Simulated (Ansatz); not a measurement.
BHOZn. The species carries charge 0 and has multiplicity 1. For Zn the d shell is correlated and the shells below it are frozen. Scalar relativity is left out up to krypton. The bonds changed during the relaxation, so this is another structure than the one it started from.

```xyz
4

B    -0.8622   -0.1851   -0.0455
O    -0.7002   -0.7964   -1.0644
Zn    2.6123    0.5749    0.1603
H    -1.0499    0.4066    0.9495
```

Problem. Give the diagnostics of a CCSD(T)/def2-TZVPP run (frozen core, the Gaussian-basis code of Ansatz). (Estimate.)

Solution. The calculation gave: T1 = 0.0184, largest single amplitude 0.029, largest double 0.081, (T) share of the correlation energy 3.5 %, 10 CCSD cycles. The RHF solution is stable towards an unrestricted one. T1 lies under the customary mark of 0.02 for closed shells.
